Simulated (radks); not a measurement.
The nuclear charge of the erbium ion Er2+ is varied continuously with 66 electrons held in [Xe] 4f12. Method: Dirac Kohn-Sham, BLYP, spin-unpolarised, spherical densities, finite nucleus; open shells are shared between the two j in proportion to 2j + 1; Fermi nuclear charge, rms radius 5.2516 fm; computed with a radial shooting solver on a logarithmic mesh with Libxc functionals. By the Hellmann-Feynman theorem dE/dZ = E(electron-nucleus)/Z, the electronic potential at the nucleus (averaged over a nucleus of fixed radius).

Z,E (hartree),E(electron-nucleus)/Z (hartree),HOMO,e(HOMO) (eV),<r> HOMO (bohr)
67.5,-12861.8596,-470.771,4f7/2,-9.275,0.8876
68,-13098.5671,-476.057,4f7/2,-16.824,0.8312
68.5,-13337.9171,-481.343,4f7/2,-25.451,0.7897
69,-13579.9114,-486.636,4f7/2,-34.954,0.7560

The central difference of E at Z = 68 is -476.057 hartree, to compare with the third column; the second derivative is -10.6 hartree.
